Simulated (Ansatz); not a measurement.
Abridged output of a molecular run in Ansatz:

```
Functional definition: HF
3074 factors; integrals over basis functions are off by at most 1.4e-3 eV
mean field evaluation 1: about -80797.6492 eV, gradient 5.4e1 eV
mean field evaluation 2: about -80797.7434 eV, gradient 5.4e1 eV
mean field evaluation 4: about -80805.9343 eV, gradient 4.8e0 eV
mean field evaluation 8: about -80806.0229 eV, gradient 2.0e-4 eV
mean field -80806.02292977 eV, -2969.5665703795 hartree, gradient 4.4e-6 eV, S^2 0.000000; 0 other end points of the search recorded, 0 dependent functions left out
32 core orbitals not correlated: weight in the atoms' cores, before any rotation towards them, 0.999 or more for the frozen orbitals, at most 0.000 for the correlated occupied ones
reference -80806.02292977 eV, -2969.5665703795 hartree; 34, 34 occupied and 234, 234 virtual orbitals, 3074 factors
second order -39.77964219 eV of doubles, -0.00000000 eV of singles
cycle   1  -42.74030966 eV  change    -3.0e0 eV  update   1.3e-1
cycle   2  -43.87759635 eV  change    -1.1e0 eV  update   3.8e-2
cycle   3  -44.01997662 eV  change   -1.4e-1 eV  update   1.2e-2
cycle   4  -44.02215430 eV  change   -2.2e-3 eV  update   3.3e-3
cycle   5  -44.02206847 eV  change    8.6e-5 eV  update   1.0e-3
cycle   6  -44.02201933 eV  change    4.9e-5 eV  update   2.9e-4
cycle   7  -44.02205323 eV  change   -3.4e-5 eV  update   8.7e-5
cycle   8  -44.02207926 eV  change   -2.6e-5 eV  update   2.6e-5
perturbative correction -1.33359331 eV, -0.0490086503 hartree
Total energy: -80851.37860234 eV, -2971.2333606033 hartree
```

Its atoms:

Z-matrix (Å, degrees):
```
C
Si 1 1.875
H 1 1.094 2 111.2
H 1 1.094 2 110.8 3 119.7
H 1 1.093 2 111.6 3 -120.2
C 2 1.876 1 109.2 3 -61.8
C 2 1.875 1 109.7 3 178.5
C 2 1.876 1 109.8 3 57.9
H 6 1.093 2 111.2 1 60.0
H 6 1.093 2 111.1 1 -180.0
H 6 1.094 2 111.2 1 -60.0
H 7 1.093 2 111.5 1 -58.5
H 7 1.094 2 111.2 1 -178.7
H 7 1.094 2 110.8 1 61.6
Ge 8 1.958 2 116.4 1 60.0
H 8 1.096 2 109.4 1 -178.2
H 8 1.096 2 109.4 1 -61.7
C 15 1.958 8 111.0 2 179.7
H 15 1.545 8 109.6 2 58.5
H 15 1.545 8 109.6 2 -59.2
Si 18 1.876 15 116.4 8 -179.9
H 18 1.096 15 107.3 8 -57.0
H 18 1.096 15 107.3 8 57.3
C 21 1.875 18 109.8 15 60.5
C 21 1.875 18 109.8 15 -60.1
C 21 1.876 18 109.2 15 -179.8
H 24 1.094 21 111.2 18 58.0
H 24 1.094 21 110.8 18 177.7
H 24 1.093 21 111.5 18 -62.2
H 25 1.093 21 111.6 18 62.3
H 25 1.094 21 110.8 18 -177.6
H 25 1.094 21 111.2 18 -57.9
H 26 1.093 21 111.1 18 60.0
H 26 1.093 21 111.1 18 -60.0
H 26 1.094 21 111.2 18 -180.0
```

**Question.** Which basis set was used?
A. cc-pV(Q+d)Z
B. def2-TZVPPD
C. def2-TZVPP
D. def2-SVP

**Answer.** D. It gives 300 functions.

**Question.** Write the keys of the input that set method, charge and spin (a neutral closed shell needs none for the last two).

**Answer.** 
```yaml
correlation: {method: ccsd_t, frozen_orbitals: {C: 1, Ge: 14, H: 0, Si: 5}}
```
